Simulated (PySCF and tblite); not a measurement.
Values are calculated unless marked as measured or tabulated.
System: C₅H₁₃Si (charge +1), numbered as in [CH3:1][C+:2]([CH3:3])[C@@H:4]([CH3:5])[SiH3:6].

For the shift of H on C1 from C1 to C2: electronic barrier 48.70 kcal/mol, zero-point change -1.47 kcal/mol, thermal and entropy terms at 298.15 K a further 0.56 kcal/mol (symmetry numbers apart). The minimum is C1, the saddle C1. The path came from a restrained scan, a climbing-image band and a saddle search at GFN2-xTB; energies are PBE0/pcSseg-1 + D3(BJ), IEF-PCM cyclohexane//PBE0-D3(BJ)/def2-SVP, thermal terms GFN2-xTB. Rates follow Eyring's equation with the number of equivalent paths and no tunnelling. Programs: tblite and PySCF.

Q: How many equivalent paths lead out of the minimum?

A: 1: the symmetry number of the minimum is 1, that of the saddle displaced along its mode 1.

Q: Work out the rate at 298.15 K.

A: ΔG‡ = 47.79 kcal/mol; k_B T/h = 6.2×10¹² s⁻¹; exp(−ΔG‡/RT) = 9.3×10⁻³⁶; times 1 gives k = 5.8×10⁻²³ s⁻¹. Wigner's tunnelling factor for the 298i cm⁻¹ mode would be 1.09.

The ion is treated without a counter-ion.
